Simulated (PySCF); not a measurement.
## Working out the ionisation energy of Pb+

Pb+ [Xe] 4f14 5d10 6s2 6p1 (2P) → Pb(2+) [Xe] 4f14 5d10 6s2 (1S). Computed with PySCF 2.14 in def2-QZVPPD with the def2 core potential (60 electrons) (8s6p5d4f1g, 88 functions), with a scalar-relativistic core potential. Frozen: nothing. Energies in hartree (1 hartree = 27.21139 eV):

| part | Pb+ (lower) | Pb(2+) (upper) |
| --- | --- | --- |
| UHF | -191.595030 | -191.109540 |
| MP2 opposite-spin | -0.378218 | -0.370170 |
| MP2 same-spin | -0.200471 | -0.193247 |

**Question.** What does Hartree-Fock give?

**Answer.** (-191.109540) − (-191.595030) = 0.485490 hartree = 13.211 eV.

**Question.** What do MP2 and SCS-MP2 (6/5 opposite-spin, 1/3 same-spin) give?

**Answer.** The opposite-spin parts differ by 0.219 eV and the same-spin parts by 0.197 eV. MP2: 13.211 + (0.219) + (0.197) = 13.627 eV. SCS-MP2: 13.211 + 1.2 × (0.219) + (0.197)/3 = 13.539 eV.

Measured between the centres of the two terms (NIST): 13.869 eV, so MP2 (valence and next inner shell) is off by -0.242 eV.

What remains against the reference includes basis incompleteness and correlation beyond second order.
